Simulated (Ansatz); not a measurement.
Consider the ligand exchange at a Ti–O bond: `[OH][Ti]([OH])([OH])[OH]` + H₂Se → `[OH][Ti]([OH])([OH])[SeH]` + H₂O.

Program: Ansatz. Geometries: PBE0-D4/def2-TZVP. ΔE: electronic, gas phase. CCSD(T)/CBS is the MP2 limit (def2-TZVPP, def2-QZVPP) plus CCSD(T) − MP2 in def2-TZVPP, frozen cores. This one scheme is used for every species. DFT in def2-TZVPP. HSE06 is defined as in plane-wave codes. For Se, Ti outer-core shells are correlated without core-valence functions, which leaves a few kJ/mol of doubt a bond. Scalar relativity is left out up to krypton. Each species was taken in one conformer, which may not be the lowest.

`[OH][Ti]([OH])([OH])[OH]`:

```xyz
9

O    -0.402    1.700   -0.441
Ti    0.000    0.000    0.000
O     1.252    0.025    1.295
O     0.626   -0.877   -1.443
O    -1.476   -0.847    0.589
H    -0.475    2.103   -1.306
H     1.284   -0.461    2.120
H     1.520   -1.157   -1.646
H    -2.329   -0.486    0.833
```

H₂Se:

```xyz
3

Se   -0.111    0.030    0.675
H    -0.059    1.024   -0.403
H     0.170   -1.055   -0.272
```

`[OH][Ti]([OH])([OH])[SeH]`:

```xyz
9

O    -1.104   -1.184    0.941
Ti    0.082   -0.273   -0.045
O     1.118   -1.370   -1.000
O     1.030    0.824    0.989
Se   -1.063    1.089   -1.730
H    -1.398   -1.056    1.844
H     2.049   -1.347   -1.226
H     1.308    1.740    0.954
H    -2.022    1.576   -0.726
```

H₂O:

```xyz
3

O    -0.180    0.340    0.060
H    -0.127   -0.407    0.660
H     0.307    0.067   -0.720
```

**Question.** Is it downhill or uphill in electronic energy at CCSD(T)/CBS, and by how much? (Estimate.)

**Answer.** The calculation gave: Uphill: ΔE = +0.10 eV.

**Question.** What do these levels give: r2SCAN0-D4, HSE06-D4, PBE-QIDH, PBE, r2SCANh, CCSD(T)/def2-TZVPP? (Best estimate.)

**Answer.** Computed: r2SCAN0-D4 0.15, HSE06-D4 0.11, PBE-QIDH 0.10, PBE 0.17, r2SCANh 0.17, CCSD(T)/def2-TZVPP 0.15 eV.

Largest T1 diagnostic among the species: 0.024, so the coupled-cluster value is less sure than usual.

Leaving LDA and LC-ωPBE aside and taking each functional with its dispersion term where it has one, the values, not all of them listed here, spread over 0.19 eV, from PBE-QIDH to CAM-B3LYP-D4. In def2-TZVPP, CCSD(T) changes the Hartree–Fock value by −0.18 eV (the triples alone add −0.07 eV) and MP2 by −0.28 eV. At CCSD(T), def2-SVP lies +0.21 eV from the extrapolated value and def2-TZVPP +0.05 eV.
